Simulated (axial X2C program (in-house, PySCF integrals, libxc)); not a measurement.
# Nuclear properties of CWO

Calculated with an in-house all-electron X2C program for linear molecules (integrals from PySCF): two-component X2C with atomic mean-field Coulomb and Gaunt terms, Gaussian nuclei, basis C dyall-v3z, W dyall-v3z, O dyall-av3z with contracted cores.

C–W–O held linear, with bonds 2.127 and 1.707 Å (near the PBE0 minimum at charge 0 of the determinant lowest at the starting distance; the state shown can have its own minimum elsewhere, held linear; other orders of the atoms were not compared).

Determinant lowest in the PBE0 search, Ω = 3 (⟨Sz⟩ = 2.98, ⟨Lz⟩ = 0.02 at PBE0), spin on the atoms C 1.20, W 1.77, O 0.01:

```
    level  Eeff magnitude (GV/cm)  Ws magnitude W (kHz)  A∥/gI C (MHz)  qzz C (a.u.)  A∥/gI W (MHz)  qzz W (a.u.)  A∥/gI O (MHz)  qzz O (a.u.)  μ (D)
     PBE0                    6.67                   1.4             23         -0.24           2210         -9.15             11         -0.91  -1.62
       HF                    9.22                  2.89             39         -0.21           1970        -11.18           2.74         -1.27  -2.15
BHandHLYP                    9.13                  2.22           34.9         -0.23           2240         -9.59           10.7         -1.02  -1.88
```

Eeff is the effective electric field on the electron electric dipole moment in this Ω state and Ws the scalar–pseudoscalar constant of the nucleus named (defined with the proton number Z and per Ω); A∥ (defined per Ω) follows by multiplying with gI = μI/(I μN); qzz is the electric field gradient, eQq0 = 234.96 MHz × Q/barn × qzz; μ is positive if the O end (last atom) is positive. The operators were transformed with the bare-nucleus X2C matrices; with these basis sets, hyperfine constants and field gradients can be off by tens of per cent, and where levels differ in sign neither size nor sign is settled.

(1) With gI(13C) = 1.4048, gI(183W) = 0.2356, Q(17O) = -0.02558 barn (g factors from the IAEA table of nuclear moments by Stone; Q from Pyykkö, Mol. Phys. 2018), turn the PBE0 values of the first state into constants in MHz.

The molecule was held linear; bending was not examined, so a bent shape may lie lower.

Each state is one determinant with collinear spin, which with several unpaired electrons need not be a pure state. Unrestricted Hartree–Fock can overshoot spin polarisation at the nuclei. This is the top spin component of a Σ state; components of lower Ω are not single determinants and can lie lower. With several open shells hyperfine constants can be off by a factor of several. Open-shell Ω = 0 determinants with evenly filled partner blocks cannot be reached by this program, so the Ω shown need not be the lowest component. States lie within half an eV, so the first need not be the ground state. Further determinants of the search, some of them spin-mixed, are not shown.

Answers

(1) A∥(13C) = 23 × 1.4048 = 32.3 MHz; A∥(183W) = 2210 × 0.2356 = 521 MHz; eQq0(17O) = 234.96 × (-0.02558) × (-0.91) = 5.47 MHz.
